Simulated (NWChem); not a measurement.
System: C2, singlet; SMILES [C]=[C]

Parts of the log:

```
             Northwest Computational Chemistry Package (NWChem) 7.3.0
             --------------------------------------------------------

 ORDER OF PRIMARY AXIS IS BEING SET TO 4
 D4H symmetry detected

                             Geometry "geometry" -> ""
                             -------------------------

 Output coordinates in angstroms (scale by  1.889725989 to convert to a.u.)

  No.       Tag          Charge          X              Y              Z
 ---- ---------------- ---------- -------------- -------------- --------------
    1 C                    6.0000     0.00000000     0.00000000    -0.58033144
    2 C                    6.0000     0.00000000     0.00000000     0.58033144

 Effective nuclear repulsion energy (a.u.)      16.4133628286

      Symmetry information
      --------------------

 Group name             D4h
 Group number             28
 Group order              16
 No. of unique centers     1

                                Z-matrix (autoz)
                                --------

 Units are Angstrom for bonds and degrees for angles

      Type          Name      I     J     K     L     M      Value
      ----------- --------  ----- ----- ----- ----- ----- ----------
    1 Stretch                  1     2                       1.16066

                           NWChem Geometry Optimization
                           ----------------------------

 maximum gradient threshold         (gmax) =   0.000450
 rms gradient threshold             (grms) =   0.000300
 maximum cartesian step threshold   (xmax) =   0.001800
 rms cartesian step threshold       (xrms) =   0.001200
 fixed trust radius                (trust) =   0.300000
 source of zmatrix                         =   autoz

          -------------------
          Energy Minimization
          -------------------

 Using diagonal initial Hessian
 Scaling for Hessian diagonals: bonds = 1.00  angles = 0.25  torsions = 0.10

          --------
          Step   0

                                 NWChem DFT Module
                                 -----------------

 Summary of "ao basis" -> "ao basis" (spherical)
 ------------------------------------------------------------------------------
       Tag                 Description            Shells   Functions and Types
 ---------------- ------------------------------  ------  ---------------------
 C                         def2-tzvp                11       31   5s3p2d1f

      Symmetry analysis of basis
      --------------------------

        a1g        11
        a1u         0
        a2g         0
        a2u        11
        b1g         3
        b1u         3
        b2g         3
        b2u         3
        eg         14
        eu         14

            General Information
            -------------------
          SCF calculation type: DFT
          Wavefunction type:  closed shell.
          No. of atoms     :     2
          No. of electrons :    12
           Alpha electrons :     6
            Beta electrons :     6
          Charge           :     0
          Spin multiplicity:     1
          Use of symmetry is: on ; symmetry adaption is: on
          Maximum number of iterations: 150
          AO basis - number of functions:    62
                     number of shells:    22
          Convergence on energy requested:  1.00D-06
          Convergence on density requested:  1.00D-05
          Convergence on gradient requested:  5.00D-04

              XC Information
              --------------
                         PBE0 Method XC Functional
                     Hartree-Fock (Exact) Exchange  0.250
          PerdewBurkeErnzerhof Exchange Functional  0.750
            Perdew 1991 LDA Correlation Functional  1.000 local
           PerdewBurkeErnz. Correlation Functional  1.000 non-local

             Grid Information
             ----------------
          Grid used for XC integration:  medium
          Radial quadrature: Mura-Knowles
          Angular quadrature: Lebedev.
          Tag              B.-S. Rad. Rad. Pts. Rad. Cut. Ang. Pts.
          ---              ---------- --------- --------- ---------
          C                   0.70       49           7.0       434
          Grid pruning is: on
          Number of quadrature shells:    49
          Spatial weights used:  Erf1

           DFT-D3BJ Model
          s6 scale factor  :        1.000000000000
          s8 scale factor  :        1.217700000000
          a1 parameter     :        0.414500000000
          a2 parameter     :        4.859300000000
              vdW contrib  :       -0.000577170712

      Superposition of Atomic Density Guess
      -------------------------------------

 Sum of atomic energies:         -75.34265640

      Non-variational initial energy
      ------------------------------

 Total energy =     -75.787188
 1-e energy   =    -132.689725
 2-e energy   =      40.489174
 HOMO         =      -0.359772
 LUMO         =      -0.252117

      Symmetry analysis of molecular orbitals - initial
      -------------------------------------------------

 !! scf_movecs_sym_adapt:   12 vectors were symmetry contaminated

  Symmetry fudging

 !! scf_movecs_sym_adapt:   12 vectors were symmetry contaminated

[...]

      ----------------------
      Optimization converged
      ----------------------

  Step       Energy      Delta E   Gmax     Grms     Xrms     Xmax
  ---- ---------------- -------- -------- -------- -------- --------
@    3     -75.80316156 -1.4D-07  0.00002  0.00002  0.00016  0.00028
                                     ok       ok       ok       ok

                                Z-matrix (autoz)
                                --------

 Units are Angstrom for bonds and degrees for angles

      Type          Name      I     J     K     L     M      Value     Gradient
      ----------- --------  ----- ----- ----- ----- ----- ---------- ----------
    1 Stretch                  1     2                       1.24617   -0.00002

                         Geometry "geometry" -> "geometry"
                         ---------------------------------

 Output coordinates in angstroms (scale by  1.889725989 to convert to a.u.)

  No.       Tag          Charge          X              Y              Z
 ---- ---------------- ---------- -------------- -------------- --------------
    1 C                    6.0000     0.00000000     0.00000000    -0.62308649
    2 C                    6.0000     0.00000000     0.00000000     0.62308649

 Effective nuclear repulsion energy (a.u.)      15.2871080444

      Symmetry information
      --------------------

 Group name             D4h
 Group number             28
 Group order              16
 No. of unique centers     1

                Final and change from initial internal coordinates
                --------------------------------------------------

                                Z-matrix (autoz)
                                --------

 Units are Angstrom for bonds and degrees for angles

      Type          Name      I     J     K     L     M      Value       Change
      ----------- --------  ----- ----- ----- ----- ----- ---------- ----------
    1 Stretch                  1     2                       1.24617    0.08551

 ==============================================================================
                                internuclear distances
 ------------------------------------------------------------------------------
       center one      |      center two      | atomic units |  angstroms
 ------------------------------------------------------------------------------
    2 C                |   1 C                |     2.35493  |     1.24617
 ------------------------------------------------------------------------------
                         number of included internuclear distances:          1
 ==============================================================================

[second-derivative integrals and response iterations left out]

  Vibrational analysis via the FX method

  See chapter 2 in "Molecular Vibrations" by Wilson, Decius and Cross

  Vib: Default input used

[...]

 Rotational Constants
 --------------------
 A=   0.000000 cm-1  (  0.000000 K)
 B=   1.809223 cm-1  (  2.603011 K)
 C=   1.809223 cm-1  (  2.603011 K)

 Temperature                      =   298.15K
 frequency scaling parameter      =   1.0000

 Linear Molecule

 Zero-Point correction to Energy  =    2.717 kcal/mol  (  0.004331 au)
 Thermal correction to Energy     =    4.199 kcal/mol  (  0.006691 au)
 Thermal correction to Enthalpy   =    4.791 kcal/mol  (  0.007635 au)

 Total Entropy                    =   45.477 cal/mol-K
   - Translational                =   35.448 cal/mol-K (mol. weight =  24.0000)
   - Rotational                   =   10.027 cal/mol-K (symmetry #  =        2)
   - Vibrational                  =    0.002 cal/mol-K

 Cv (constant volume heat capacity) =    4.983 cal/mol-K
   - Translational                  =    2.979 cal/mol-K
   - Rotational                     =    1.986 cal/mol-K
   - Vibrational                    =    0.017 cal/mol-K

[normal modes left out]

 ----------------------------------------------------------------------------
 Normal Eigenvalue ||           Projected Infra Red Intensities
  Mode   [cm**-1]  || [atomic units] [(debye/angs)**2] [(KM/mol)] [arbitrary]
 ------ ---------- || -------------- ----------------- ---------- -----------
    1       -0.000 ||    0.000000           0.000         0.000      10.641
    2        0.000 ||    0.000000           0.000         0.000      13.680
    3        0.000 ||    0.000000           0.000         0.000      13.680
    4        0.000 ||    0.000000           0.000         0.000      12.522
    5        0.000 ||    0.000000           0.000         0.000       9.477
    6     1901.778 ||    0.000000           0.000         0.000       0.000
 ----------------------------------------------------------------------------
```

Level: PBE0-D3(BJ)/def2-TZVP. Low-valent species are run as closed-shell singlets; no triplet was tried in these runs.

Which NWChem input produces such a log?

This is not unique; one that fits is the input that was run:
```
start job
memory heap 200 mb stack 700 mb global 900 mb
geometry units angstroms
  C      0.027300    -0.014800    -0.579500
  C     -0.027300     0.014800     0.579500
end
basis spherical
  * library def2-tzvp
end
dft
  xc pbe0
  disp vdw 4
  iterations 150
end
driver
  maxiter 120
end
task dft optimize
task dft freq
```
